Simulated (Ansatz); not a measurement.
Consider the cleavage of the Si–Si bond: `C=C[SiH2][SiH2]F` + `N[SiH3]` → `C=C[SiH2]N[SiH3]` + `F[SiH3]`.

Calculated with Ansatz (gas phase, PBE0-D4/def2-TZVP geometries, no zero-point term in ΔE). CBS: MP2 limit from def2 TZ/QZ plus the TZ coupled-cluster correction, frozen cores. This one scheme is used for every species. Functionals use def2-TZVPP. Each species was taken in one conformer, which may not be the lowest.

`C=C[SiH2][SiH2]F`:

```xyz
12

C     0.319   -1.320    1.920
C    -0.435   -0.984    0.877
Si   -0.542    0.747    0.204
Si    0.390    0.859   -1.947
F    -0.372   -0.181   -2.910
H     0.906   -0.585    2.463
H     0.383   -2.343    2.280
H    -0.999   -1.768    0.374
H    -1.958    1.207    0.134
H     0.224    1.669    1.090
H     1.829    0.486   -1.936
H     0.253    2.212   -2.550
```

`N[SiH3]`:

```xyz
7

N    -0.223   -1.012   -0.254
Si    0.176    0.633    0.052
H    -1.189   -1.283   -0.336
H     0.316   -1.744    0.181
H    -0.579    1.473   -0.913
H    -0.140    1.139    1.422
H     1.639    0.794   -0.151
```

`C=C[SiH2]N[SiH3]`:

Cartesian coordinates in Å:
```
C 0.864 -0.547 2.757
C 1.069 -0.396 1.450
Si -0.016 0.680 0.394
N -0.768 -0.217 -0.876
Si -0.769 0.079 -2.575
H 0.047 -0.040 3.264
H 1.497 -1.174 3.379
H 1.902 -0.930 0.993
H 0.766 1.751 -0.276
H -1.011 1.294 1.320
H -1.299 -1.023 -0.574
H 0.111 1.247 -2.827
H -0.260 -1.098 -3.332
H -2.133 0.374 -3.096
```

`F[SiH3]`:

```xyz
5

F    -0.824    1.155   -0.647
Si    0.021   -0.030    0.017
H    -0.150   -1.245   -0.813
H    -0.493   -0.258    1.388
H     1.445    0.378    0.055
```

Problem. Is it downhill or uphill in electronic energy at CCSD(T)/CBS, and by how much? (An estimate is asked.)

Solution. Ansatz gave: Downhill: ΔE = -71.8 kJ/mol.

Problem. What do these levels give: PBE-D4, r2SCAN-D4, B97M-V, r2SCANh-D4, CAM-B3LYP-D4, ωB97X-V, PBE, revPBE, RPA@PBE/def2-TZVPP, CCSD(T)/def2-SVP, SCS-MP2/def2-TZVPP, HF/CBS(def2)? (An estimate is asked.)

Solution. Ansatz gave: PBE-D4 -47.8, r2SCAN-D4 -62.1, B97M-V -61.8, r2SCANh-D4 -63.8, CAM-B3LYP-D4 -72.4, ωB97X-V -66.9, PBE -45.8, revPBE -43.2, RPA@PBE/def2-TZVPP -74.9, CCSD(T)/def2-SVP -72.3, SCS-MP2/def2-TZVPP -82.2, HF/CBS(def2) -86.3 kJ/mol.

Largest T1 diagnostic among the species: 0.012.

From r2SCAN to r2SCAN0 (25 % exact exchange), in def2-TZVPP and without D4, ΔE moves by −4.1 kJ/mol. Leaving LDA and LC-ωPBE aside and taking each functional with its dispersion term where it has one, the values, not all of them listed here, spread over 28.4 kJ/mol, from BHLYP-D4 to PBE-D4. LDA lies −5.9 kJ/mol from PBE without D4. In def2-TZVPP, CCSD(T) changes the Hartree–Fock value by +11.8 kJ/mol (the triples alone add +1.4 kJ/mol) and MP2 by +3.8 kJ/mol.
